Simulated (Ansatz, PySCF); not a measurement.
dibromo(difluoro)methane (CBr2F2), SMILES FC(F)(Br)Br.

Geometry: PBE-D3(BJ)/def2-SVP.

Vertical ionisation energy (IE) and electron affinity (EA) in eV. Rows of orbital energies are one-electron estimates. Where ΔSCF, EOM or ADC give a negative EA the extra electron is unbound and the value depends on the basis.

| level | IE | EA |
|---|---|---|
| −ε(HOMO), −ε(LUMO), ωB97X/def2-TZVP (PySCF) | 10.97 | -0.29 |
| −ε(HOMO), −ε(LUMO), PBE/def2-TZVP (PySCF) | 7.27 | 2.89 |
| ΔSCF, CAM-B3LYP/def2-SVPD (Ansatz), final states of multiplicity 2 and 2 | 11.14 | 0.25 |
| ΔSCF, PBE/def2-SVPD (Ansatz), final states of multiplicity 2 and 2 | 10.50 | 0.31 |

**Question.** What vertical singlet–triplet gap does ΔSCF give with CAM-B3LYP/def2-SVPD (Ansatz, a quantum-chemistry and plane-wave program) and with PBE/def2-SVPD (Ansatz)? (The exact figures need the calculation; the answer reports its results.)

**Answer.** 4.79 and 4.30 eV (triplet above singlet where positive).
